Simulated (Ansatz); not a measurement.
The same path of a periodic cell of 20 atoms, HC18Cl (surface graphene monolayer, adsorbate HCl) was run twice with different band settings.

Computed with Ansatz, DFT LDA, scalar-relativistic, plane waves, PAW. Settings: cutoff 420 eV, k mesh 2x2x1, gaussian smearing 0.05 eV, no spin polarisation.

Relaxed end points:

```xyz
20
Lattice="7.3980 0.0000 0.0000 -3.6990 6.4069 0.0000 0.0000 0.0000 12.0000" Properties=species:S:1:pos:R:3
C 0.013 -0.163 1.009
C 1.248 0.549 1.010
C -1.205 1.966 1.009
C 0.013 2.670 1.010
C -2.450 4.093 1.007
C -1.206 4.812 1.010
C 2.493 -0.170 1.010
C 3.713 0.533 1.010
C 1.247 1.956 1.010
C 2.492 2.677 1.009
C 0.013 4.108 1.010
C 1.248 4.821 1.008
C 4.948 -0.179 1.010
C 6.193 0.541 1.010
C 3.714 1.971 1.008
C 4.949 2.685 1.005
C 2.493 4.104 1.005
C 3.712 4.806 1.006
Cl 3.528 3.113 4.320
H 3.262 2.685 3.114
```

```xyz
20
Lattice="7.3980 0.0000 0.0000 -3.6990 6.4069 0.0000 0.0000 0.0000 12.0000" Properties=species:S:1:pos:R:3
C 0.124 -0.136 0.870
C 1.354 0.572 0.870
C -1.123 2.002 0.869
C 0.124 2.723 0.866
C -2.345 4.150 0.871
C -1.123 4.855 0.871
C 2.576 -0.133 0.871
C 3.824 0.587 0.871
C 1.352 2.013 0.867
C 2.577 2.720 0.871
C 0.125 4.135 0.868
C 1.354 4.845 0.866
C 5.053 -0.122 0.869
C 6.275 0.584 0.870
C 3.826 1.998 0.872
C 5.053 2.709 0.871
C 2.576 4.141 0.866
C 3.825 4.859 0.869
Cl 1.619 3.226 4.182
H 2.000 2.917 2.972
```

Common settings: climbing image yes; force threshold 0.05 eV/Å; end points relaxed.

| run | movable images | spring | optimiser | start path | iteration limit |
| --- | --- | --- | --- | --- | --- |
| 1 | 5 | 5.0 eV/Å² | quadratic models (default) | IDPP | 45 |
| 2 | 3 | 100.0 eV/Å² | fire | default | 50 |

**Question.** What does each run give, and how far can it be trusted?

**Answer.** Run 1: converged after 7 iterations, highest image 0.005 eV above the first end. The top lies less than 8 meV above the higher end, about what the thresholds resolve: that end is a shoulder or a very shallow well. By the program's own check the climbing image is of a kind that is not told: the force calls were inconclusive, a negative curvature could not be distinguished from the path's own, the only one lies far off the path, or fixed occupations may fill a level only in part (lowest curvatures found: -0.61 and -0.01 eV/Å²).
Run 2: converged after 14 iterations, highest image 0.005 eV above the first end. The top lies less than 8 meV above the higher end, about what the thresholds resolve: that end is a shoulder or a very shallow well. The order of the stationary point at the top wasn't checked.
Limits of this set-up: coarse k mesh, slab without dipole correction, no dispersion correction for a molecule that may bind weakly.
